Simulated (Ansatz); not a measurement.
Program: Ansatz. Geometries: PBE0-D4/def2-TZVP. ΔE: electronic, gas phase. CCSD(T)/CBS adds triple-zeta CCSD(T) − MP2 to the extrapolated MP2 energy (def2 sets, frozen cores). Functionals use def2-TZVPP. HSE06 is defined as in plane-wave codes. For Br outer-core shells are correlated without core-valence functions, which leaves a few kJ/mol of doubt a bond. Scalar relativity is left out up to krypton. One conformer a species, not always the lowest.

Reaction (redistribution): `F[Si](F)([SiH3])Br` + `BOC(C)=O` → `BO[Si](F)(F)Br` + `CC(=O)[SiH3]`

```
             level  ΔE (kcal/mol)  difference from CCSD(T)/CBS
           BLYP-D4          -17.7                          3.1
          HSE06-D4          -15.2                          5.6
           ωB97M-V          -19.5                          1.3
              BLYP          -16.9                          3.9
             HSE06          -15.0                          5.8
RPA@PBE/def2-TZVPP          -19.6                          1.2
     CCSD/def2-SVP          -14.8                          6.0
  CCSD(T)/def2-SVP          -14.2                          6.6
      HF/CBS(def2)          -22.3                         -1.5
     MP2/CBS(def2)          -22.2                         -1.4
       CCSD(T)/CBS          -20.8                            0
```

Largest T1 diagnostic among the species: 0.015.

From BLYP to BHLYP (50 % exact exchange), in def2-TZVPP and without D4, ΔE moves by −3.0 kcal/mol. At CCSD(T), def2-SVP lies +6.6 kcal/mol from the extrapolated value and def2-TZVPP +0.8 kcal/mol.
